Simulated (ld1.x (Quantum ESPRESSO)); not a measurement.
Before and after: TM potential for iridium (Ir)

- Element: iridium (Ir)
- Generator: ld1.x (Quantum ESPRESSO) 7.5
- Type: norm-conserving Troullier–Martins (Kleinman–Bylander form)
- Functional: PBE
- Relativity: fully relativistic
- Frozen core: [Xe] 4f14
- Valence charge: 9
- Reference configuration: 5d7 6s2 6p0
- Partial waves: 6s (bound): rc 1.80 bohr; 5d (bound): rc 1.90 bohr; 6p (bound, empty): rc 3.50 bohr
- Local potential: the p channel
- Core correction: Bessel-smoothed model core, default radius (core density twice the valence density)

Open shells are filled in proportion to 2j + 1 (rel_dist='average').

All-electron outer shells of the reference configuration (PBE, scalar-relativistic, ld1.x):

```tsv
shell	level (eV)	outermost node (bohr)	outermost maximum (bohr)
4f	-62.19	–	0.39
5p	-54.70	0.54	1.01
5d	-7.15	0.59	1.29
6s	-6.33	1.17	2.38
6p	-1.22	1.39	3.47
```

Change: wave 6p (bound): rc 3.50 bohr becomes 6p (bound): rc 4.98 bohr.

Cutoffs: the cutoffs (Ry, on a coarse ladder) from which the occupation-weighted sum of valence levels, in a spherical-Bessel basis at the reference potential, stays within 10 and 1 mRy of its value at 400 Ry; they do not see the model core or the augmentation charge, which bear on the density cutoff. Errors are all-electron minus pseudo energies relative to the spin-unpolarised reference configuration.

Problem. What does the change do?

Solution. The potential gets neither clearly harder nor softer (40 Ry and 80 Ry → 40 Ry and 80 Ry); of the 7 tests that both files solve, the error grows in 2 and shrinks in 2 by more than 15 % and 0.3 meV (median size 91.1 → 57.7 meV); neither file shows a bound ghost.

```csv
quantity,base,changed
"cutoff, loose",40 Ry,40 Ry
"cutoff, tight",80 Ry,80 Ry
bound ghosts,none,none
"error for 5d7 6s1 6p0, meV [ΔE 9.89 eV]",-5.3,+5.1
"error for 5d7 6s0 6p0, meV [ΔE 27.36 eV]",-47,-58
"error for 5d6 6s0 6p0, meV [ΔE 57.90 eV]",-328,-383
"error for 5d8 6s0 6p0, meV [ΔE 8.64 eV]",-91,-91
"error for 5d5 6s0 6p0, meV [ΔE 101.45 eV]",-1051,-1159
"error for 5d6 6s2 6p1, meV [ΔE 7.10 eV]",-140,-4.4
"error for 5d7 6s0 6p2, meV [ΔE 10.89 eV]",-91,-18
```
